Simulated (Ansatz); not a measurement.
Relaxation of the cluster GeSb₅⁻ with RKS PBE-D4/def2-SVPD.

```sh
$ ansatz run in.yaml --threads 4 --pin off --events-out ev --progress --plain --max-ram 4787MiB
```

```yaml
crystal:
  periodic: [false, false, false]
  atoms:
    - {symbol: Sb, position_ang: [0.000000, 0.000000, 0.000000]}
    - {symbol: Sb, position_ang: [-0.301000, 2.782400, -0.080000]}
    - {symbol: Sb, position_ang: [-2.455600, -0.579400, 1.098800]}
    - {symbol: Sb, position_ang: [-2.295900, 2.210200, 1.706000]}
    - {symbol: Sb, position_ang: [1.914400, 1.847100, 0.896400]}
    - {symbol: Ge, position_ang: [-2.217000, 1.237000, -0.510900]}
basis:
  gaussian: {orbitals: def2-SVPD}
total_charge: -1
hamiltonian: {xc: pbe, dispersion: d4}
scf: {lower_state_search: "off"}
output: {orbitals: {seedname: orbitals}}
relax: {f_tol: 0.02, max_steps: 100}
```

It took 28 s on 4 threads of Arm Neoverse V1 on a shared host.

Positions (Å) and forces (eV/Å) at steps 1, 2, 3, 4, 5, 6, 7 of 7:

```xyz
6
step=1 energy=-89195.2822 eV
Sb    0.000    0.000    0.000    3.282   -2.668   -0.844
Sb   -0.301    2.782   -0.080    1.378    4.012   -0.992
Sb   -2.456   -0.579    1.099   -0.822   -2.042    2.920
Sb   -2.296    2.210    1.706   -1.889    1.340    4.217
Sb    1.914    1.847    0.896    1.907   -0.790    1.028
Ge   -2.217    1.237   -0.511   -3.856    0.148   -6.329
6
step=2 energy=-89197.6189 eV
Sb    0.122   -0.105   -0.053    0.816   -0.299   -0.303
Sb   -0.263    2.927   -0.123    0.421    0.681    0.234
Sb   -2.484   -0.628    1.197    0.403    0.307    0.955
Sb   -2.387    2.243    1.820   -0.571   -0.123    0.504
Sb    1.992    1.814    0.938    0.189   -0.519    0.183
Ge   -2.336    1.246   -0.669   -1.258   -0.047   -1.574
6
step=3 energy=-89198.0975 eV
Sb    0.174   -0.118   -0.164    0.388    0.053   -0.073
Sb   -0.255    2.931   -0.044    0.159    0.298    0.183
Sb   -2.349   -0.548    1.313    0.236    0.304    0.281
Sb   -2.505    2.270    1.803   -0.179   -0.139   -0.061
Sb    2.014    1.727    0.975   -0.114   -0.391   -0.012
Ge   -2.435    1.236   -0.771   -0.490   -0.124   -0.318
6
step=4 energy=-89198.2106 eV
Sb    0.219   -0.119   -0.277    0.000    0.224    0.082
Sb   -0.252    2.941    0.032    0.024    0.062    0.026
Sb   -2.208   -0.468    1.398   -0.011    0.074   -0.082
Sb   -2.606    2.309    1.757    0.092   -0.095   -0.207
Sb    2.000    1.627    1.009   -0.116   -0.148   -0.057
Ge   -2.507    1.207   -0.809    0.012   -0.117    0.238
6
step=5 energy=-89198.2153 eV
Sb    0.217   -0.022   -0.314   -0.002   -0.204   -0.111
Sb   -0.207    2.931    0.032    0.032    0.192   -0.092
Sb   -2.190   -0.459    1.390    0.046   -0.261    0.154
Sb   -2.581    2.315    1.689   -0.067    0.195    0.229
Sb    2.005    1.591    1.064    0.001    0.027    0.092
Ge   -2.600    1.141   -0.750   -0.010    0.050   -0.273
6
step=6 energy=-89198.2288 eV
Sb    0.209   -0.048   -0.332    0.048    0.001    0.013
Sb   -0.215    2.952    0.005    0.052    0.010    0.008
Sb   -2.165   -0.475    1.397   -0.035    0.019    0.030
Sb   -2.560    2.327    1.709   -0.036   -0.037    0.026
Sb    1.960    1.589    1.091   -0.008    0.003   -0.041
Ge   -2.585    1.152   -0.760   -0.021    0.004   -0.036
6
step=7 energy=-89198.2303 eV
Sb    0.210   -0.055   -0.319   -0.002    0.000   -0.001
Sb   -0.215    2.956    0.017   -0.003    0.000   -0.001
Sb   -2.180   -0.472    1.401   -0.002   -0.010    0.000
Sb   -2.574    2.319    1.713   -0.005    0.009    0.003
Sb    1.972    1.593    1.068    0.011    0.001    0.001
Ge   -2.569    1.157   -0.769    0.001    0.000   -0.003
```

In the def2 sets Sb takes a core potential; there is no spin–orbit coupling. The structure comes from a short search, and lower isomers may exist.
